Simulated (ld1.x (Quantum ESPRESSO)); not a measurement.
Configuration tests for Cu (PAW)

- Element: Cu
- Generator: ld1.x (Quantum ESPRESSO) 7.5
- Type: PAW
- Functional: PBE
- Relativity: fully relativistic
- Frozen core: [Ar]
- Valence charge: 11
- Reference configuration: 3d10 4s1 4p0
- Partial waves: 4s (bound): rcut 1.80, rcutus 1.90 bohr; 4s channel at 1.75 Ry: rcut 1.80, rcutus 1.90 bohr; 4p (bound, empty): rcut 3.15, rcutus 3.40 bohr; 4p channel at 3.1 Ry: rcut 3.15, rcutus 3.40 bohr; 3d (bound): rcut 1.40, rcutus 1.65 bohr; 3d channel at 0.2 Ry: rcut 1.40, rcutus 1.65 bohr
- Local potential: all-electron potential smoothed inside 1.85 bohr (lloc = -1)
- Core correction: Bessel-smoothed model core, default radius (core density twice the valence density)
- Augmentation charge: BESSEL, radius 1.00 bohr

Open shells are filled in proportion to 2j + 1 (rel_dist='average').

Energies are relative to the spin-unpolarised reference configuration 3d10 4s1 4p0; without spin polarisation the order of configurations can differ from experiment.

```csv
valence configuration,charge,ΔE all-electron (eV),error AE − PS (meV)
3d10 4s0 4p0,+1,8.149,-5.8
3d9 4s0 4p0,+2,29.482,-54
3d8 4s0 4p0,+3,68.501,-519
3d9 4s1 4p0,+1,11.579,-55
3d7 4s0 4p0,+4,128.209,-1985
```

Task: What are ΔE and the potential's error for 3d10 4s0.5 4p0?

Result: ΔE = 3.162 eV all-electron; the error (AE − PS) is -1.3 meV.

Task: What are ΔE and the potential's error for 3d9 4s1 4p1?

Result: ΔE = 6.811 eV all-electron; the error (AE − PS) is -46 meV.

The ghost test of this file was not conclusive.
